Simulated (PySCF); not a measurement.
# Field gradients at the hydrogen positions

Compound: C₇H₁₂Si₂.
SMILES with atom numbers: `[CH:1]#[C:2][Si@@:3]1([SiH3:4])[CH2:5][CH2:6][CH2:7][C:8]1=[CH2:9]` (hydrogens: H10 on C1; H11, H12, H13 on Si4; H14, H15 on C5; H16, H17 on C6; H18, H19 on C7; H20, H21 on C9)

Geometry (GFN2-xTB, Å), atoms numbered from 1 in this order:
```xyz
21
C7H12Si2 angstrom
C      1.1827    2.9930    1.1859
C      1.0011    1.8711    0.7906
Si     0.7472    0.1451    0.1446
Si     2.5688   -0.6499   -1.0392
C      0.0777   -0.9346    1.5803
C     -1.4391   -0.7677    1.5024
C     -1.8574   -0.7959    0.0328
C     -0.9364    0.1112   -0.7348
C     -1.2871    0.7637   -1.8309
H      1.3339    3.9734    1.5384
H      3.1862   -1.8197   -0.4059
H      2.2119   -1.0440   -2.4050
H      3.6054    0.3776   -1.1416
H      0.3405   -1.9830    1.4260
H      0.4483   -0.6554    2.5649
H     -1.9586   -1.5437    2.0697
H     -1.7141    0.2004    1.9275
H     -1.7441   -1.8147   -0.3533
H     -2.9030   -0.5071   -0.0904
H     -2.2797    0.6964   -2.2532
H     -0.5930    1.4007   -2.3547
```

Level: PBE0/pcSseg-1 (PySCF, non-relativistic); Q(2H) = 0.00286 b; rigid geometry, the same for H and D, with no vibrational averaging.

Task: Rank these positions by the coupling χzz of a deuteron there, largest first.
A. H20 (vinylic hydrogen)
B. H10 (alkyne hydrogen)
C. H11 (Si–H hydrogen)
D. H16 (methylene hydrogen)
E. H14 (methylene hydrogen)
F. H15 (methylene hydrogen)

Result: B (260 kHz), A (222 kHz), F (214 kHz), E (210 kHz), D (205 kHz), C (109 kHz).

Task: Give the electric field gradient Vzz (the principal value of largest size), its asymmetry and the 2H coupling at each hydrogen.

Result: 
```csv
atom,bonded to,bond length (Å),Vzz (au),η,χzz (kHz)
H10,C1,1.053,0.3870,0.00,260
H11,Si4,1.466,0.1628,0.00,109
H12,Si4,1.466,0.1633,0.01,110
H13,Si4,1.463,0.1651,0.01,111
H14,C5,1.092,0.3124,0.02,210
H15,C5,1.088,0.3186,0.03,214
H16,C6,1.093,0.3051,0.01,205
H17,C6,1.093,0.3009,0.01,202
H18,C7,1.095,0.2998,0.01,201
H19,C7,1.092,0.3063,0.02,206
H20,C9,1.081,0.3301,0.05,222
H21,C9,1.078,0.3349,0.06,225
```

Task: Average by the element that carries the hydrogen.

Result: on C: 216 kHz over 9 positions, mean bond length 1.085 Å; on Si: 110 kHz over 3 positions, mean bond length 1.465 Å.

Task: How does χzz go with the bond length over the 9 C–H bonds?

Result: A straight-line fit has a slope of -13.7 kHz for each 0.01 Å, with a correlation coefficient of -0.99, over lengths from 1.053 to 1.095 Å. The longer bonds have the smaller couplings here.

The structure is a single GFN2-xTB conformer in the gas phase; no vibrational or solvent corrections. GFN2-xTB bond lengths can be off by several hundredths of an ångström, more for odd bonds, and the gradients follow them. The basis is small and wasn't made for field gradients, so the couplings can be 20 % off.

The run behind these numbers computed NMR shieldings as well. Time: 47 s; peak memory 1.1 GiB. Hardware: one thread of an Arm Neoverse V2, shared host with 32 logical CPUs at a one-minute load of 22.
